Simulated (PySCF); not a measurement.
Excitations are Tamm–Dancoff values on a coarser integration grid. The basis has no diffuse functions, so Rydberg states are missing or too high.

Cartesian coordinates (Å):
```xyz
18

B      3.6711    -0.8066    -0.1496
C      2.1781    -0.4833    -0.0899
C      1.5846     0.7426     0.1669
C      0.1600     0.7151     0.1527
C     -0.7609     1.7643     0.3699
C     -2.1235     1.5080     0.3075
C     -2.6026     0.2145     0.0303
C     -1.7192    -0.8504    -0.1905
C     -2.2058    -2.1632    -0.4718
N     -2.5937    -3.2381    -0.7019
C     -0.3281    -0.5960    -0.1284
S      0.9587    -1.7242    -0.3601
H      4.4584     0.0880     0.0447
H      4.0589    -1.9240    -0.3851
H      2.1736     1.6424     0.3614
H     -0.3917     2.7710     0.5857
H     -2.8404     2.3158     0.4747
H     -3.6774     0.0239    -0.0164
```
Charge 0, spin multiplicity 1.

Give the LUMO, brightest of the four lowest singlets (TDA) and S1 oscillator strength at the level r2SCAN-D4/def2-TZVP // r2SCAN-D4/def2-SVP (PySCF).


| Quantity | Value |
|---|---|
| LUMO | -3.47 eV |
| brightest of the four lowest singlets (TDA) | 4.42 eV |
| S1 oscillator strength | 0.056 |
